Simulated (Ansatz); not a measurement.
Ansatz (a quantum-chemistry and plane-wave program) input (HF/6-31G*):

Ansatz 0.2 input:
```yaml
crystal:
  periodic: [false, false, false]
  atoms:
    - {symbol: Li, position_ang: [-1.10544332, -0.64455546, -0.93118323]}
    - {symbol: C, position_ang: [0.27006175, 0.15746604, 0.22748971]}
    - {symbol: H, position_ang: [0.85191820, -0.59472364, 0.77579538]}
    - {symbol: H, position_ang: [-0.15466566, 0.82698661, 0.98665647]}
    - {symbol: H, position_ang: [0.99870689, 0.75660719, -0.33384040]}
basis:
  gaussian:
    orbitals: 6-31G*
hamiltonian:
  xc: {name: HF}
relax: {f_tol: 0.003, max_steps: 120}
```

From the last part of the output:

```
these checks for a lower state are left out or cut short: starts, cluster_reference, orbital_swaps, neighbouring_geometries, increment
integrals: 0.00 GiB planned
419 factors; integrals over basis functions are off by at most 4.0e-4 eV
mean field: 0.05 GiB planned
mean field -1279.35810782 eV, -47.0155432823 hartree, gradient 2.5e-5 eV, S^2 0.000000; 0 other end points of the search recorded, 0 dependent functions left out
the calculation of the forces begins
reference -1279.35810782 eV, -47.0155432823 hartree; 6, 6 occupied and 30, 30 virtual orbitals, 419 factors
relax step   3: F+E_penalty+E_count = -1279.35810782 eV  Δ(F+E_penalty+E_count) = -2.471e-4 eV  max|allowed force component| = 1.551e-2 eV/Å  Δτ_max = 0.0030 Å  (23 SCF iters, accepted)
these checks for a lower state are left out or cut short: starts, cluster_reference, orbital_swaps, neighbouring_geometries, increment
integrals: 0.00 GiB planned
419 factors; integrals over basis functions are off by at most 4.0e-4 eV
mean field: 0.05 GiB planned
mean field -1279.35811970 eV, -47.0155437187 hartree, gradient 1.7e-5 eV, S^2 0.000000; 0 other end points of the search recorded, 0 dependent functions left out
the calculation of the forces begins
reference -1279.35811970 eV, -47.0155437187 hartree; 6, 6 occupied and 30, 30 virtual orbitals, 419 factors
relax step   4: F+E_penalty+E_count = -1279.35811970 eV  Δ(F+E_penalty+E_count) = -1.187e-5 eV  max|allowed force component| = 5.454e-4 eV/Å  Δτ_max = 0.0007 Å  (17 SCF iters, accepted)
integrals: 0.00 GiB planned
419 factors; integrals over basis functions are off by at most 4.0e-4 eV
mean field: 0.05 GiB planned
mean field evaluation 32: about -1277.3975 eV, gradient 2.7e1 eV
mean field -1279.35811970 eV, -47.0155437187 hartree, gradient 1.7e-5 eV, S^2 0.000000; 1 other end points of the search recorded, 0 dependent functions left out
the calculation of the forces begins
reference -1279.35811970 eV, -47.0155437187 hartree; 6, 6 occupied and 30, 30 virtual orbitals, 419 factors
Total energy: -1279.35811970 eV, -47.0155437187 hartree
Atom 0 at    -1.121900    -0.654151    -0.945046 Å, force    -0.000042    -0.000025    -0.000035 eV/Å
Atom 1 at     0.275503     0.160639     0.232073 Å, force    -0.000087    -0.000051    -0.000073 eV/Å
Atom 2 at     0.854561    -0.589264     0.777813 Å, force     0.000220    -0.000545     0.000221 eV/Å
Atom 3 at    -0.148409     0.827342     0.987917 Å, force    -0.000401     0.000332     0.000351 eV/Å
Atom 4 at     1.000822     0.757215    -0.327839 Å, force     0.000311     0.000289    -0.000464 eV/Å
Dipole moment:    -0.831747    -0.484970    -0.700632 e Å
```

The geometry given is a B3LYP-D3(BJ)/def2-TZVP minimum.
